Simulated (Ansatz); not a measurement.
One change: `C[N](C)[Hf]([F])([Cl])[N]=C=O` becomes `C[N](C)[Hf]([F])([Cl])[Cl]`.

Ansatz, PBE0-D4/def2-TZVP geometries, multiplicity 1. Each molecule was computed in one conformer, which needn't be the lowest.

Elements past krypton have def2 core potentials.

```json
{"property": "HOMO energy (ωB97M-V/def2-TZVPP) / eV", "`C[N](C)[Hf]([F])([Cl])[N]=C=O`": "-9.43"}
{"property": "LUMO energy (B3LYP/def2-TZVPP) / eV", "`C[N](C)[Hf]([F])([Cl])[N]=C=O`": "-1.41"}
{"property": "HOMO energy (B3LYP/def2-TZVPP) / eV", "`C[N](C)[Hf]([F])([Cl])[N]=C=O`": "-7.00"}
{"property": "HOMO–LUMO gap (ωB97M-V/def2-TZVPP) / eV", "`C[N](C)[Hf]([F])([Cl])[N]=C=O`": "10.28"}
{"property": "size of the dipole moment (ωB97M-V/def2-TZVPP) / D", "`C[N](C)[Hf]([F])([Cl])[N]=C=O`": "3.27"}
{"property": "HOMO–LUMO gap (PBE/def2-TZVPP) / eV", "`C[N](C)[Hf]([F])([Cl])[N]=C=O`": "3.90"}
```

Q: What does the change do to each property? (Best estimate.)

A: Computed: 
```json
{"property": "HOMO energy (ωB97M-V/def2-TZVPP) / eV", "`C[N](C)[Hf]([F])([Cl])[Cl]`": "-9.47", "shift": "-0.04"}
{"property": "LUMO energy (B3LYP/def2-TZVPP) / eV", "`C[N](C)[Hf]([F])([Cl])[Cl]`": "-1.27", "shift": "0.14"}
{"property": "HOMO energy (B3LYP/def2-TZVPP) / eV", "`C[N](C)[Hf]([F])([Cl])[Cl]`": "-7.04", "shift": "-0.04"}
{"property": "HOMO–LUMO gap (ωB97M-V/def2-TZVPP) / eV", "`C[N](C)[Hf]([F])([Cl])[Cl]`": "10.46", "shift": "0.18"}
{"property": "size of the dipole moment (ωB97M-V/def2-TZVPP) / D", "`C[N](C)[Hf]([F])([Cl])[Cl]`": "3.07", "shift": "-0.20"}
{"property": "HOMO–LUMO gap (PBE/def2-TZVPP) / eV", "`C[N](C)[Hf]([F])([Cl])[Cl]`": "4.05", "shift": "0.15"}
```

The zero-point energy changes by -31.7 kJ/mol with -6 modes. Dipoles are sizes alone; their direction can turn.

B3LYP here is the variant with VWN-RPA as its local correlation; programs differ in this.
